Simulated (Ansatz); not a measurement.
Reactions of C2H5AlO2, SMILES `C[O][Al]1[CH2][O]1`.

Program: Ansatz. Geometries: PBE0-D4/def2-TZVP. ΔE: electronic, gas phase. CCSD(T)/CBS adds triple-zeta CCSD(T) − MP2 to the extrapolated MP2 energy (def2 sets, frozen cores). This one scheme is used for every species. Elements past krypton have def2 core potentials. For Te outer-core shells are correlated without core-valence functions, which leaves a few kJ/mol of doubt a bond. Each species was taken in one conformer, which may not be the lowest.

```
                                                                       reaction  HF/CBS(def2) (kcal/mol)  CCSD(T)/CBS(def2) (kcal/mol)
                    `C[O][Al]1[CH2][O]1` + `BN` → `N[BH][Al]1[CH2][O]1` + CH₃OH                     37.5                          32.0
           `C[O][Al]1[CH2][O]1` + `NBC(F)F` → `N[BH][Al]1[CH2][O]1` + `COC(F)F`                     35.2                          33.7
          `C[O][Al]1[CH2][O]1` + `C#CC[TeH]` → `[TeH][Al]1[CH2][O]1` + `C#CCOC`                     11.7                          12.1
`C[O][Al]1[CH2][O]1` + `C[SiH](F)C#N` → `[CH3][Al]1[CH2][O]1` + `CO[SiH](F)C#N`                      2.2                           1.4
```

Largest T1 diagnostic: 0.017, for `N[BH][Al]1[CH2][O]1`.
